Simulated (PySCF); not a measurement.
**Electron correlation in Tc³⁺ (technetium, charge +3)**

[Kr] 4d4, high-spin 5D determinant. Computed with PySCF 2.14 in aug-cc-pVTZ-DK, with the spin-free X2C one-electron Hamiltonian (Gaussian nucleus). Frozen: [Kr]; 4 electrons correlated.

```tsv
level	correlation energy (mhartree)
CCSD	-39.77
(T)	-0.28
CCSD(T)	-40.05
```

Diagnostics: T1 = 0.00050, D1 = 0.0009, largest double amplitude 0.018.

Is a single reference adequate?

Yes, within this model without spin-orbit coupling: T1 lies below 0.03 and no double amplitude reaches 0.07.
